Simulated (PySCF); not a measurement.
Isomers of C5H3F2O (doublet state), one GFN2-xTB conformer each. Single-point energies are computed at B3LYP/pcH-1 (PySCF, gas phase, no added dispersion term), electronic only. GFN2-xTB treats the open shell by occupation alone, and not every SCF solution was tested for stability.

```csv
SMILES,GFN2-xTB relative energy (kcal/mol)
[CH2]O/C(F)=C1C=C\1F,0.0
CO/C(F)=C1[C]=C\1F,3.2
```

Conformers: `[CH2:1][O:2]/[C:3]([F:4])=[C:5]1[CH:6]=[C:7]\1[F:8]` (doublet state) with H–C1–O2–C3 175° and 7°, C1–O2–C3–F4 -3°; `[CH3:1][O:2]/[C:3]([F:4])=[C:5]1[C:6]=[C:7]\1[F:8]` (doublet state) with C1–O2–C3–F4 0°.

Question: What does B3LYP/pcH-1 give for the same structures?

Answer: 
| SMILES | B3LYP/pcH-1 E (Eh) | B3LYP/pcH-1 (kcal/mol) | GFN2-xTB (kcal/mol) | point group |
| --- | --- | --- | --- | --- |
| CO/C(F)=C1[C]=C\1F | -467.04197 | 0.0 | 3.2 | Cs |
| [CH2]O/C(F)=C1C=C\1F | -467.03766 | 2.7 | 0.0 | near Cs |

GFN2-xTB puts [CH2]O/C(F)=C1C=C\1F lowest instead. Neighbours under 5.0 kcal/mol apart (CO/C(F)=C1[C]=C\1F and [CH2]O/C(F)=C1C=C\1F) can change places with a better method, another conformer or zero-point energy.

Question: As an exercise, what shares would exp(−E/RT) give at 1000 K from these electronic energies alone (no entropy, no degeneracies)?

Answer: RT = 1.987 kcal/mol: CO/C(F)=C1[C]=C\1F 79.6 %, [CH2]O/C(F)=C1C=C\1F 20.4 %.
